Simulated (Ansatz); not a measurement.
Reaction (formal hydrolysis of a C–C bond): `C=C(C)CC(C)(C)C` + H₂O → `C=C(C)CO` + `CC(C)C`

Gas-phase electronic energies from Ansatz, PBE0-D4/def2-TZVP geometries. CBS: MP2 limit from def2 TZ/QZ plus the TZ coupled-cluster correction, frozen cores. This one scheme is used for every species. DFT in def2-TZVPP. Each species was taken in one conformer, which may not be the lowest.

| level | ΔE (kJ/mol) |
| --- | --- |
| PBE-D4 | 38.1 |
| PBE0-D4 | 41.4 |

What does CCSD(T)/CBS give? (An estimate is asked.)

Computed: +54.0 kJ/mol. The listed levels differ from it by -15.9, -12.6 kJ/mol.

Largest T1 diagnostic among the species: 0.010.

The D4 term adds +22.1 kJ/mol with B3LYP and +13.2 kJ/mol with PBE0; it sums over pairs of atoms, weighted by their polarisabilities, and B3LYP, whose exchange is more repulsive, gets the larger term. In def2-TZVPP, CCSD(T) changes the Hartree–Fock value by +42.0 kJ/mol (the triples alone add +5.5 kJ/mol) and MP2 by +53.6 kJ/mol.

B3LYP here is the variant with VWN-RPA as its local correlation; programs differ in this.
